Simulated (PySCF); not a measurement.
F2HS, SMILES F[SH+]F, charge +1. Heavy atoms are numbered as in [F:1][SH+:2][F:3]. Hydrogens are named by the atom that carries them.

Geometry: PBE0-D3(BJ)/def2-TZVP. The isomer is the one that the SMILES or the coordinates give; other isomers of the formula were not compared.

These are CAM-B3LYP/def2-TZVPD run with PySCF values and carry that method's errors.

Mulliken values depend strongly on the basis, most of all with diffuse functions as here. ESP charges are fitted to the potential on shells at 1.4 to 2.0 van der Waals radii. Atomic charges (e), one atom of each kind:

```
atom     Mulliken  ESP fit
-------  --------  -------
F1          -0.06     0.01
S2 (SH)      0.81     0.74
H on S2      0.31     0.23
```
